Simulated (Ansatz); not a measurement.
`C[O][In]([CH3])[SH]` + `N[SiH](Cl)[GeH3]` → `C[O][In]([NH2])[SH]` + `C[SiH](Cl)[GeH3]`  (redistribution)

Calculated with Ansatz (gas phase, PBE0-D4/def2-TZVP geometries, no zero-point term in ΔE). CBS: MP2 limit from def2 TZ/QZ plus the TZ coupled-cluster correction, frozen cores. DFT in def2-TZVPP. B3LYP here is the variant with VWN-RPA as its local correlation; programs differ in this. def2 core potentials past Kr. For Ge, In outer-core shells are correlated without core-valence functions, which leaves a few kJ/mol of doubt a bond. Scalar relativity is left out up to krypton. Each species was taken in one conformer, which may not be the lowest.

`C[O][In]([CH3])[SH]`:

Z-matrix (Å, degrees):
```
C
O 1 1.399
H 1 1.098 2 110.5
H 1 1.101 2 114.0 3 -120.7
H 1 1.098 2 110.3 3 118.8
In 2 1.990 1 123.4 3 118.1
S 6 2.373 2 107.3 1 -179.3
C 6 2.135 2 120.8 1 0.7
H 7 1.345 6 91.2 2 0.1
H 8 1.090 6 109.4 2 46.7
H 8 1.089 6 110.2 2 167.4
H 8 1.091 6 109.3 2 -72.5
```

`N[SiH](Cl)[GeH3]`:

Cartesian coordinates in Å:
```
N 0.352 0.234 1.749
Si -0.232 -0.702 0.449
Cl 0.895 -2.401 0.030
Ge -0.229 0.621 -1.523
H 0.238 -0.088 2.697
H 1.192 0.781 1.649
H -1.568 -1.211 0.839
H -0.537 -0.241 -2.756
H -1.270 1.749 -1.428
H 1.160 1.258 -1.705
```

`C[O][In]([NH2])[SH]`:

Z-matrix (Å, degrees):
```
C
O 1 1.400
H 1 1.100 2 112.9
H 1 1.096 2 108.6 3 -118.8
H 1 1.100 2 112.9 3 122.4
In 2 1.984 1 122.0 3 -61.6
S 6 2.376 2 117.3 1 0.2
N 6 2.008 2 115.6 1 174.5
H 7 1.344 6 92.2 2 -1.8
H 8 1.010 6 116.4 2 155.1
H 8 1.011 6 114.8 2 25.9
```

`C[SiH](Cl)[GeH3]`:

```xyz
11

C     1.471   -0.559    0.784
Si   -0.128    0.393    0.718
Cl   -1.439   -0.398    2.111
Ge   -1.177    0.274   -1.414
H     1.310   -1.608    0.527
H     1.904   -0.510    1.786
H     2.188   -0.136    0.076
H     0.095    1.811    1.104
H    -0.260    0.874   -2.496
H    -1.461   -1.192   -1.782
H    -2.503    1.050   -1.414
```

| level | ΔE (kJ/mol) |
| --- | --- |
| B3LYP-D4 | 40.7 |
| ωB97M-V | 40.8 |
| B2PLYP | 40.6 |
| SCS-MP2/def2-TZVPP | 39.4 |
| CCSD(T)/def2-TZVPP | 38.7 |
| MP2/def2-QZVPP | 39.2 |
| HF/CBS(def2) | 42.5 |
| MP2/CBS(def2) | 38.1 |

Q: What does CCSD(T)/CBS give? (An estimate is asked.)

A: Ansatz gave: +36.2 kJ/mol. The listed levels differ from it by 4.5, 4.6, 4.4, 3.2, 2.5, 3.0, 6.3, 1.9 kJ/mol.

Largest T1 diagnostic among the species: 0.015.
